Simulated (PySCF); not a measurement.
Gas-phase reaction: 2 InCl + HCl + NH₃ ⇌ InCl₃.NH₃ + InH

Energies from PySCF, thermal terms from the rigid-rotor harmonic-oscillator model, ideal gas at 1 bar. † marks an energy on the PBE0/def2-TZVP geometry and frequencies; other levels use their own. MP2 freezes the core. All species are closed-shell singlets. B3LYP is the form with VWN-RPA correlation. In: scalar-relativistic def2 core potential, no spin-orbit coupling. Adducts (InCl₃.NH₃) have no counterpoise correction, and HF, PBE, BLYP, B3LYP and PBE0 lack dispersion. InCl₃.NH₃, InH: computed as isolated molecules; such fragments, hydroxides, amides, oligomers or adducts are transient or little studied in the gas. MP2 isn't extrapolated to the basis-set limit; its ΔH°(298 K) is -103.1 kJ in def2-SVP and -42.6 kJ in def2-TZVPP. The harmonic model lacks anharmonicity and excited electronic states, which grow with temperature; levels with a mode under 35 cm⁻¹ are left out. Soft modes under 120 cm⁻¹ make the harmonic entropy rough for InCl₃.NH₃.

```tsv
level	ΔE electronic, kJ	ΔH°(298 K), kJ	ΔS°(298 K), J/K	ΔG°(800 K), kJ
B3LYP/def2-TZVP†	1	4	-260	207
BLYP/def2-TZVP†	30	33	-260	236
HF/def2-TZVP†	-54	-50	-260	152
M06-2X/def2-TZVP†	-70	-66	-260	136
MP2/def2-SVP†	-106	-103	-260	100
PBE0/def2-QZVP†	-32	-29	-260	174
PBE0/def2-SVP†	-66	-62	-260	141
PBE0/def2-TZVP	-40	-37	-260	166
r2SCAN/def2-TZVP†	-53	-50	-260	153
LDA/def2-TZVP†	-71	-68	-260	135
ωB97M-V/def2-TZVP†	-63	-59	-260	143
```
ΔH° is lowest at MP2/def2-SVP† and highest at BLYP/def2-TZVP†. No reference value is set beside these.
